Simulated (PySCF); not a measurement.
Numbering as in the mapped SMILES `[CH:1]#[C:2][Si@@H:3]1[CH2:4][CH2:5][C@H:6]1[C:7]([F:8])([F:9])[F:10]`; H(Xn) means a hydrogen on atom n. Ha(C4), Ha(C5) are cis to C2 on the ring; Hb(C4), Hb(C5) are trans to C2 on the ring.

One conformer, non-relativistic, no solvent, rapidly exchanging positions averaged. NMR shieldings at PBE/pcSseg-1/GIAO; coordinates at the PBE0-D3(BJ)/def2-SVP level; PySCF.

Chemical shifts δ = σref − σ; TMS for 13C, 1H, 29Si; 19F vs CFCl3, all at this level.

```json
{"atoms": "Ha(C5)", "nucleus": "1H", "count": "1", "δ (ppm)": "2.65"}
{"atoms": "C4", "nucleus": "13C", "count": "1", "δ (ppm)": "14.8"}
{"atoms": "C5", "nucleus": "13C", "count": "1", "δ (ppm)": "26.5"}
{"atoms": "C7", "nucleus": "13C", "count": "1", "δ (ppm)": "139.7"}
{"atoms": "Hb(C4)", "nucleus": "1H", "count": "1", "δ (ppm)": "?"}
{"atoms": "H(Si3)", "nucleus": "1H", "count": "1", "δ (ppm)": "5.42"}
{"atoms": "C2", "nucleus": "13C", "count": "1", "δ (ppm)": "85.4"}
{"atoms": "H(C1)", "nucleus": "1H", "count": "1", "δ (ppm)": "2.58"}
{"atoms": "Hb(C5)", "nucleus": "1H", "count": "1", "δ (ppm)": "?"}
{"atoms": "C1", "nucleus": "13C", "count": "1", "δ (ppm)": "104.6"}
{"atoms": "F8/F9/F10", "nucleus": "19F", "count": "3", "δ (ppm)": "?"}
{"atoms": "C6", "nucleus": "13C", "count": "1", "δ (ppm)": "37.8"}
{"atoms": "Si3", "nucleus": "29Si", "count": "1", "δ (ppm)": "?"}
{"atoms": "Ha(C4)", "nucleus": "1H", "count": "1", "δ (ppm)": "?"}
{"atoms": "H(C6)", "nucleus": "1H", "count": "1", "δ (ppm)": "2.04"}
```

Q: Fill in the missing shifts.

A: 
- Hb(C5): 2.59 ppm, hydrogen on an sp3 CH2 in a ring
- Hb(C4): 1.71 ppm, hydrogen on an sp3 CH2 bonded to Si
- Ha(C4): 1.18 ppm, hydrogen on an sp3 CH2 bonded to Si
- Si3: -33.8 ppm, silicon bonded to 3 C, H, in a 4-membered ring
- F8/F9/F10: -94.8 ppm, fluorine of a CF3 group

Shifts are as computed. Against solution values, carbons near 30 ppm lie about +2 ppm off and those near 130 ppm about +2 ppm. Of 1211 compounds with measured shifts, 218 miss one by over three times the rms of a fit or turn the order of signals round; such compounds aren't used in these exercises. Unscaled 19F shifts against computed CFCl3 carry errors that often reach 10 to 50 ppm.
